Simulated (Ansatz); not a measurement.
Reaction (ligand exchange at the Si–O bond): `[F][Sn][O][SiH3]` + `C=CN[SiH2]Cl` → `C=CN([SiH3])[SiH2]Cl` + `[OH][Sn][F]`

Calculated with Ansatz (gas phase, PBE0-D4/def2-TZVP geometries, no zero-point term in ΔE). CBS: MP2 limit from def2 TZ/QZ plus the TZ coupled-cluster correction, frozen cores. Functionals use def2-TZVPP. B3LYP here is the variant with VWN-RPA as its local correlation; programs differ in this. Elements past krypton have def2 core potentials. For Sn outer-core shells are correlated without core-valence functions, which leaves a few kJ/mol of doubt a bond. One conformer a species, not always the lowest.

`[F][Sn][O][SiH3]`:

Cartesian coordinates in Å:
```
F 1.856 -1.760 -0.572
Sn 1.831 -0.157 -1.673
O 0.302 0.668 -0.763
Si -0.745 0.371 0.465
H -1.539 -0.860 0.207
H -0.025 0.213 1.757
H -1.679 1.524 0.579
```

`C=CN[SiH2]Cl`:

Cartesian coordinates in Å:
```
C 0.814 -1.933 0.562
C 0.065 -0.836 0.497
N 0.407 0.353 -0.131
Si -0.660 1.657 -0.435
Cl -1.862 1.387 -2.089
H 0.460 -2.801 1.098
H 1.789 -1.993 0.090
H -0.909 -0.813 0.979
H 1.303 0.335 -0.597
H 0.162 2.856 -0.695
H -1.570 1.787 0.721
```

`C=CN([SiH3])[SiH2]Cl`:

Z-matrix (Å, degrees):
```
Si
N 1 1.752
H 1 1.485 2 105.3
H 1 1.483 2 111.6 3 118.8
H 1 1.483 2 111.6 3 -118.8
C 2 1.400 1 119.6 3 0.1
Si 2 1.733 1 123.5 3 -180.0
C 6 1.333 2 126.6 1 179.8
H 6 1.087 2 114.3 1 -0.2
Cl 7 2.054 2 106.6 1 0.1
H 7 1.480 2 111.6 1 117.9
H 7 1.480 2 111.6 1 -117.7
H 8 1.085 6 123.7 2 -0.0
H 8 1.081 6 119.6 2 180.0
```

`[OH][Sn][F]`:

```xyz
4

O    -0.859   -0.363    0.154
Sn    1.054    0.086    0.287
F     1.005    1.243   -1.262
H    -1.200   -0.965    0.821
```

```json
{"level": "PBE-D4", "ΔE (kJ/mol)": "68.7", "difference from CCSD(T)/CBS": "-4.6"}
{"level": "r2SCAN-D4", "ΔE (kJ/mol)": "76.1", "difference from CCSD(T)/CBS": "2.8"}
{"level": "PBE0-D4", "ΔE (kJ/mol)": "72.2", "difference from CCSD(T)/CBS": "-1.1"}
{"level": "B3LYP-D4", "ΔE (kJ/mol)": "79.1", "difference from CCSD(T)/CBS": "5.8"}
{"level": "ωB97X-V", "ΔE (kJ/mol)": "76.7", "difference from CCSD(T)/CBS": "3.4"}
{"level": "ωB97M-V", "ΔE (kJ/mol)": "74.5", "difference from CCSD(T)/CBS": "1.2"}
{"level": "B2PLYP", "ΔE (kJ/mol)": "84.2", "difference from CCSD(T)/CBS": "10.9"}
{"level": "PBE", "ΔE (kJ/mol)": "75.9", "difference from CCSD(T)/CBS": "2.6"}
{"level": "r2SCAN", "ΔE (kJ/mol)": "78.1", "difference from CCSD(T)/CBS": "4.8"}
{"level": "PBE0", "ΔE (kJ/mol)": "78.4", "difference from CCSD(T)/CBS": "5.1"}
{"level": "B3LYP", "ΔE (kJ/mol)": "90.7", "difference from CCSD(T)/CBS": "17.4"}
{"level": "HF/def2-TZVPP", "ΔE (kJ/mol)": "105.8", "difference from CCSD(T)/CBS": "32.5"}
{"level": "MP2/def2-TZVPP", "ΔE (kJ/mol)": "72.6", "difference from CCSD(T)/CBS": "-0.7"}
{"level": "SCS-MP2/def2-TZVPP", "ΔE (kJ/mol)": "78.7", "difference from CCSD(T)/CBS": "5.4"}
{"level": "CCSD/def2-TZVPP", "ΔE (kJ/mol)": "79.5", "difference from CCSD(T)/CBS": "6.2"}
{"level": "CCSD(T)/def2-TZVPP", "ΔE (kJ/mol)": "74.5", "difference from CCSD(T)/CBS": "1.2"}
{"level": "HF/def2-QZVPP", "ΔE (kJ/mol)": "106.0", "difference from CCSD(T)/CBS": "32.7"}
{"level": "MP2/def2-QZVPP", "ΔE (kJ/mol)": "72.0", "difference from CCSD(T)/CBS": "-1.3"}
{"level": "SCS-MP2/def2-QZVPP", "ΔE (kJ/mol)": "78.2", "difference from CCSD(T)/CBS": "4.9"}
{"level": "HF/CBS(def2)", "ΔE (kJ/mol)": "106.1", "difference from CCSD(T)/CBS": "32.8"}
{"level": "MP2/CBS(def2)", "ΔE (kJ/mol)": "71.4", "difference from CCSD(T)/CBS": "-1.9"}
{"level": "CCSD/CBS(def2)", "ΔE (kJ/mol)": "78.3", "difference from CCSD(T)/CBS": "5.0"}
{"level": "CCSD(T)/CBS", "ΔE (kJ/mol)": "73.3", "difference from CCSD(T)/CBS": "0"}
```

Largest T1 diagnostic among the species: 0.018.

The D4 term adds −11.7 kJ/mol with B3LYP and −6.2 kJ/mol with PBE0; it sums over pairs of atoms, weighted by their polarisabilities, and B3LYP, whose exchange is more repulsive, gets the larger term. In def2-TZVPP, CCSD(T) changes the Hartree–Fock value by −31.2 kJ/mol (the triples alone add −4.9 kJ/mol) and MP2 by −33.2 kJ/mol.
